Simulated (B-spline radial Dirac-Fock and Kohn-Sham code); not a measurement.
**Photoemission from Pr⁺ at 5450 eV, detector at θ = 54.7°, φ = 0°**

System: praseodymium as Pr⁺, [Xe] 4f3 6s1. Method: Dirac-Hartree-Slater photoionisation with a Latter tail; cross sections with all multipoles, angular parameters from the dipole term and its interference with E2. Computed with a radial finite-basis atomic code. Thresholds are orbital energies of the model. For linearly polarised light dσ/dΩ = σ/(4π) [1 + β P₂(cos θ) + (δ + γ cos²θ) sin θ cos φ], with θ from the polarisation vector and φ the angle between the beam and the projection of the electron momentum on the plane normal to the polarisation. The dipole factor is 1 + βP₂ and the non-dipole term is the rest of the bracket. Open shells are filled statistically over j.

The run's input, task.json:

```json
{"items": [{
  "Z": 59,
  "q": 1,
  "cfg": [[1, 0, 2], [2, 0, 2], [2, 1, 6], [3, 0, 2], [3, 1, 6], [3, 2, 10], [4, 0, 2], [4, 1, 6], [4, 2, 10], [4, 3, 3], [5, 0, 2], [5, 1, 6], [6, 0, 1]],
  "A": 141,
  "rrms": 4.8919,
  "do": "xps",
  "hv": [71.8, 80, 80.9, 101.0, 127.0, 161.0, 179.0, 297.0, 302.0, 675.0, 765.0, 800, 1253.6, 1260.0, 1560.0, 1590.0, 2000, 3140.0, 4760.0, 4950.0, 5414.7, 5450.0, 6000, 7520.0, 8047.8, 8520.0, 8700.0, 10700.0, 11600.0, 12000]
}]}
```

Command: `python xray2_run.py task.json out`

```csv
subshell,threshold (eV),σ (kb),β,γ,δ,dipole factor,non-dipole term,dσ/dΩ (kb/sr)
3s,1486.3,6.88,1.98,-0.13,-0.001,1.002,-0.035,0.529
3p1/2,1331.9,7.88,1.57,0.36,0.010,1.001,+0.106,0.694
3p3/2,1234.2,14.2,1.64,0.41,0.017,1.001,+0.126,1.28
3d3/2,961.8,6.24,1.14,1.04,0.140,1.001,+0.396,0.693
3d5/2,940.5,8.61,1.08,1.03,0.149,1.001,+0.402,0.961
4s,305.2,1.68,1.98,-0.11,-0.001,1.002,-0.031,0.130
4p1/2,246.6,1.67,1.57,0.48,0.009,1.001,+0.138,0.151
4p3/2,225.4,2.98,1.64,0.53,0.015,1.001,+0.157,0.274
4d3/2,128.1,1.11,1.12,1.08,0.131,1.001,+0.400,0.123
4d5/2,124.3,1.52,1.05,1.06,0.142,1.001,+0.405,0.170
4f5/2,13.40,0.00866,0.67,1.14,0.344,1.001,+0.592,0.00110
4f7/2,12.98,0.0109,0.66,1.13,0.351,1.001,+0.593,0.00138
5s,49.15,0.296,1.98,-0.10,-0.001,1.002,-0.028,0.0229
5p1/2,33.08,0.241,1.57,0.50,0.008,1.001,+0.144,0.0219
5p3/2,30.05,0.419,1.64,0.55,0.015,1.001,+0.162,0.0388
6s,10.23,0.0159,1.98,-0.10,-0.001,1.002,-0.028,0.00123
```
